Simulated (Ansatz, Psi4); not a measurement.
**Heat of formation of BBr2Cl (dibromo(chloro)borane) from total energies**

The species is BBr2Cl (4 atoms), meant as a singlet with charge 0. As SMILES, `ClB(Br)Br`. The coordinates come from a PBE0-D4/def2-TZVP relaxation.

```
atom    x (Å)    y (Å)    z (Å)
  Cl  -0.2033  -1.6449   0.6335
   B  -0.0048  -0.0390   0.0150
  Br   1.2835   1.1237   0.7856
  Br  -1.0754   0.5603  -1.4343
```

Total energies at MP3/6-31G* (spherical functions), 24 core orbitals frozen (Psi4 1.11); the atoms run unrestricted:

```tsv
species	state	energy (Eh)
BBr2Cl	singlet	-5629.192515
Cl	doublet	-459.564042
B	doublet	-24.570326
Br	doublet	-2572.312313
```

Harmonic wavenumbers at PBE0-D4/def2-TZVP, in cm⁻¹: 166, 197, 350, 410, 841, 938.

Measured heats of formation of the gaseous atoms at 298.15 K, in kJ/mol: Cl 121.3, B 570.3, Br 111.9. Spin-orbit lowering of the atoms at 298 K (mean of the ground term's levels less their thermal mean, from spectra), in kJ/mol: Cl 3.44, B 0.00, Br 14.69. Take 1 Eh = 2625.50 kJ/mol, 1 cm⁻¹ = 0.0119627 kJ/mol, RT = 2.479 kJ/mol.

Problem. Work out the heat of formation of the gas at 298 K.

Solution. 
1. Electronic atomisation energy: (-459.564042) + (-24.570326) + 2 × (-2572.312313) − (-5629.192515) = 0.433521 Eh = 1138.2 kJ/mol.
2. Zero-point energy: half the sum of the wavenumbers, 1451 cm⁻¹ = 17.4 kJ/mol.
3. Thermal vibrational enthalpy, Σ hcν̃/(exp(hcν̃/kT) − 1): 5.1 kJ/mol. Translation, rotation and pV of a non-linear molecule: 4 RT = 9.9 kJ/mol.
4. The 4 free atoms carry 5/2 RT each: 24.8 kJ/mol.
5. Spin-orbit coupling lowers the free atoms by 3.44 + 0.00 + 2 × 14.69 = 32.8 kJ/mol.
6. Atomisation enthalpy at 298 K: 1138.2 − 32.8 − 17.4 − 5.1 − 9.9 + 24.8 = 1097.8 kJ/mol.
7. Sum of the atoms' heats of formation: 915.4 kJ/mol. Heat of formation: 915.4 − 1097.8 = -182.4 kJ/mol.

No measured value is set beside it here. Relativity is left out. A double-zeta basis underbinds. Anharmonicity and any spin-orbit splitting of the molecule are left out, and so is core correlation.
